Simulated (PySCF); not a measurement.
The multiplicity is imposed and other spin states were not computed.

Cartesian coordinates (Å):
```xyz
6

Au    -0.0044     0.1545     0.1439
N     -0.0659     2.4482     2.2771
C     -0.0430     1.5866     1.4759
H     -0.0858     3.1892     2.9661
C      0.0350    -1.3004    -1.2096
N      0.0586    -2.1623    -2.0113
```
Charge 0, multiplicity 1.

Question: What is the computed dipole moment, total energy, HOMO–LUMO gap, HOMO and charge on the central atom (Mulliken) (TPSSh-D3(BJ)/def2-TZVP // PBE-D3(BJ)/def2-SVP (PySCF))?

Answer: 
- dipole moment = 10.69 D
- total energy = -322.0900 Ha
- HOMO–LUMO gap = 5.08 eV
- HOMO = -7.56 eV
- charge on the central atom (Mulliken) = 0.23 e
